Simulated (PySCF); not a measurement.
From computed data to an observable: oscillator strength and radiative lifetime

CH₆OSn, SMILES [CH3][SnH2][OH].

The structure is a stationary point at r2SCAN-D4/def2-SVP. The def2 effective core potentials stand for the cores of Sn; spin–orbit coupling is left out. The values are those of a single conformer.

PySCF with TDA-LC-ωPBE/def2-SVPD puts the first singlet state with f over 0.02 at 6.68 eV (vertical), with the transition dipole (-0.286, 0.271, 0.154) in atomic units.

Question: Find the oscillator strength, the wavelength and the radiative lifetime that this transition would have in vacuum if emission retraced absorption.

Answer: 
|μ|² = 0.1790 au, so |μ| = 1.08 D. ΔE = 6.68/27.211 = 0.2455 hartree. f = (2/3) ΔE |μ|² = 0.029 (the program prints 0.029).
λ = 1239.84/6.68 = 186 nm; ν = 53878 cm⁻¹.
Einstein's coefficient A = 0.6670 ν² f s⁻¹ (ν in cm⁻¹) = 5.7e7 s⁻¹, so τ = 1/A = 18 ns. This state is S1. The figure is the radiative limit of this one transition; relaxation, internal conversion, crossing to triplets and a medium change what is measured.
